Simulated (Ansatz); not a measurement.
Steps of a relaxation of CH₃FGeOS, SMILES `[F][GeH]1[O]C[S]1` with RKS PBE0-D4/def2-TZVP.

```sh
$ ansatz run in.yaml --threads 4 --pin off --events-out ev --progress --plain --max-ram 10444MiB
```

```yaml
crystal:
  periodic: [false, false, false]
  atoms:
    - {symbol: F, position_ang: [-1.588334, 1.707695, 0.987931]}
    - {symbol: Ge, position_ang: [-0.020624, 1.117012, 0.462890]}
    - {symbol: O, position_ang: [0.158487, -0.647475, 0.845927]}
    - {symbol: C, position_ang: [0.145925, -1.153924, -0.478647]}
    - {symbol: S, position_ang: [0.076333, 0.357073, -1.619169]}
    - {symbol: H, position_ang: [0.994863, 2.075092, 1.123216]}
    - {symbol: H, position_ang: [1.072003, -1.724939, -0.705158]}
    - {symbol: H, position_ang: [-0.746452, -1.787734, -0.672891]}
basis:
  gaussian: {orbitals: def2-TZVP}
hamiltonian: {xc: pbe0, dispersion: d4}
relax: {f_tol: 0.005, max_steps: 150}
```

Positions (Å) and forces (eV/Å) along the path, 6 of 6 steps:

```xyz
8
step=1 energy=-73191.0095 eV
F    -1.588    1.708    0.988    0.659   -0.253   -0.227
Ge   -0.021    1.117    0.463   -0.348   -0.448   -0.003
O     0.158   -0.647    0.846   -0.097    0.559   -0.520
C     0.146   -1.154   -0.479    0.022   -0.250   -0.293
S     0.076    0.357   -1.619   -0.019   -0.190    0.838
H     0.995    2.075    1.123   -0.197   -0.177   -0.130
H     1.072   -1.725   -0.705   -0.491    0.360    0.173
H    -0.746   -1.788   -0.673    0.472    0.399    0.163
8
step=2 energy=-73191.0576 eV
F    -1.573    1.694    0.976    0.296   -0.110   -0.098
Ge   -0.018    1.106    0.458   -0.237   -0.233    0.122
O     0.153   -0.643    0.839   -0.038    0.271   -0.122
C     0.145   -1.150   -0.479   -0.006    0.052   -0.170
S     0.072    0.359   -1.596    0.008   -0.169    0.183
H     0.987    2.056    1.111   -0.019   -0.014   -0.015
H     1.065   -1.707   -0.697   -0.153    0.099    0.051
H    -0.738   -1.773   -0.667    0.150    0.104    0.048
8
step=3 energy=-73191.0649 eV
F    -1.562    1.686    0.973    0.006   -0.003   -0.005
Ge   -0.019    1.097    0.458   -0.021    0.023    0.046
O     0.146   -0.638    0.837   -0.005    0.030    0.029
C     0.144   -1.143   -0.480    0.001    0.027   -0.108
S     0.069    0.353   -1.593    0.004   -0.039    0.027
H     0.985    2.048    1.106    0.013    0.008   -0.003
H     1.061   -1.694   -0.692    0.017   -0.022    0.007
H    -0.732   -1.767   -0.665   -0.014   -0.024    0.008
8
step=4 energy=-73191.0653 eV
F    -1.563    1.688    0.974   -0.002    0.004    0.004
Ge   -0.020    1.099    0.461    0.000    0.000    0.004
O     0.144   -0.638    0.836    0.000    0.004    0.048
C     0.144   -1.143   -0.483   -0.003    0.022   -0.058
S     0.069    0.352   -1.591    0.003   -0.013   -0.008
H     0.988    2.050    1.105   -0.001   -0.001    0.000
H     1.062   -1.695   -0.691    0.006   -0.007    0.005
H    -0.731   -1.770   -0.667   -0.003   -0.009    0.005
8
step=5 energy=-73191.0653 eV rejected
F    -1.562    1.693    0.976   -0.002    0.003   -0.002
Ge   -0.022    1.098    0.461    0.004   -0.008    0.021
O     0.139   -0.638    0.837    0.001    0.010   -0.048
C     0.144   -1.142   -0.486    0.000   -0.022    0.074
S     0.066    0.352   -1.592    0.001    0.003   -0.011
H     0.990    2.047    1.103   -0.001    0.004   -0.003
H     1.064   -1.692   -0.688    0.000    0.006   -0.015
H    -0.727   -1.774   -0.668   -0.002    0.004   -0.016
8
step=6 energy=-73191.0654 eV
F    -1.563    1.690    0.975    0.000    0.001    0.001
Ge   -0.021    1.098    0.462    0.000   -0.001    0.000
O     0.142   -0.638    0.836   -0.001   -0.001   -0.002
C     0.144   -1.143   -0.484    0.000    0.000   -0.001
S     0.069    0.352   -1.591    0.000    0.001    0.000
H     0.988    2.049    1.104    0.000    0.000    0.000
H     1.063   -1.694   -0.690    0.000    0.000    0.002
H    -0.729   -1.772   -0.668    0.001   -0.001    0.001
```

Run time 26 s (4 threads of an Arm Neoverse V1 on a shared host); peak host memory 0.58 GiB.
